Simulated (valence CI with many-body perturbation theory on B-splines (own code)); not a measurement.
# Sm XXXII in brief

Calculated by configuration interaction combined with many-body perturbation theory (CI+MBPT): three valence electrons over a frozen Dirac-Fock core [Ar] 3d10, a basis of 9 s, 9 p, 8 d, 6 f, 3 g, 1 h functions for each j, with the one-electron correlation potential Σ1, the two-electron term Σ2, the three-electron term Σ3, Breit, model QED; selected CI, second order for the rest, scaled by the run's own slope (own B-spline code, finite nucleus).

No measured spectrum was set against this ion. As an estimate, large intervals hold to a few tenths of a per cent, small ones and those within an open d or f shell to about a per cent.

Levels are named by their leading jj configuration (3d3/2^4 stands for four electrons in 3d with j = 3/2), which in mixed levels can hold well under half, so a name can repeat and another be missing.

Rates and lifetimes use the calculated energies. Strong lines usually hold to 10 to 20 %, long lifetimes can be off by a factor of two.

What is the ground level?

(4s^2 4p1/2) J=1/2, composition 99 % 4s²4p ²P°, g = 0.662.

What are the static dipole polarisabilities of the lowest levels?

(4s^2 4p1/2) J=1/2 0.0858 bohr³, of which the core gives 0.00535.

Among levels below 272.60 eV, which E1 lines absorb most strongly from the ground level?

to (4s 4p3/2^2) J=3/2 at 8.212 nm, f = 0.434; to (4s^2 4d3/2) J=3/2 at 7.743 nm, f = 0.413; to (4s 4p1/2 4p3/2) J=1/2 at 10.82 nm, f = 0.391.

Name the longest-lived excited levels whose lifetime is computed, and their main decay.

(4s 4p3/2 4d5/2) J=9/2 at 253.05 eV lives 5.11 μs, mostly by M1 to (4s 4p1/2 4d5/2) J=7/2; (4s^2 4p3/2) J=3/2 at 37.68 eV lives 3.91 μs, mostly by M1 to (4s^2 4p1/2) J=1/2.

How well does LS coupling describe the low levels?

Among the lowest 20 levels the leading LS term, summed over configurations, holds 68 % on average. For single configurations the figures are 65 % in LS and 80 % in jj coupling. Terms mix most in the J = 3/2 level at 180.85 eV, where the leading one holds 44 %.
